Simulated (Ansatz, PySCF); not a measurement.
ClGe2H5, SMILES [GeH2]([GeH3])[Cl]. Atoms are numbered in the order given.

```xyz
8

Cl    -0.9447     2.0362     0.0000
Ge     0.7186     0.6307     0.0000
Ge    -0.2684    -1.5791     0.0000
H      1.5479     0.9331    -1.2604
H      1.5479     0.9331     1.2604
H     -1.1383    -1.7395     1.2564
H     -1.1383    -1.7395    -1.2564
H      0.8352    -2.6532     0.0000
```
Charge 0, spin multiplicity 1.

The structure is a stationary point at PBE0-D3(BJ)/def2-SVP. This is a generated structure with no PubChem entry under its InChIKey; it may be hypothetical.

Vertical ionisation energy (IE) and electron affinity (EA) in eV. Rows of orbital energies are one-electron estimates. Where ΔSCF, EOM or ADC give a negative EA the extra electron is unbound and the value depends on the basis.

| level | IE | EA |
|---|---|---|
| −ε(HOMO), −ε(LUMO), CAM-B3LYP/def2-TZVPD (PySCF) | 9.37 | -0.12 |
| −ε(HOMO), −ε(LUMO), PBE/def2-TZVPD (PySCF) | 6.94 | 1.64 |
| ΔSCF, PBE0/def2-SVPD (Ansatz), final states of multiplicity 2 and 2 | 10.10 | -0.69 |
| ΔSCF, PBE/def2-SVPD (Ansatz), final states of multiplicity 2 and 2 | 9.79 | -0.56 |

Question: What vertical singlet–triplet gap does ΔSCF give with PBE0/def2-SVPD (Ansatz, a first-principles code) and with PBE/def2-SVPD (Ansatz)? (The exact figures need the calculation; the answer reports its results.)

Answer: 5.51 and 5.14 eV (triplet above singlet where positive).
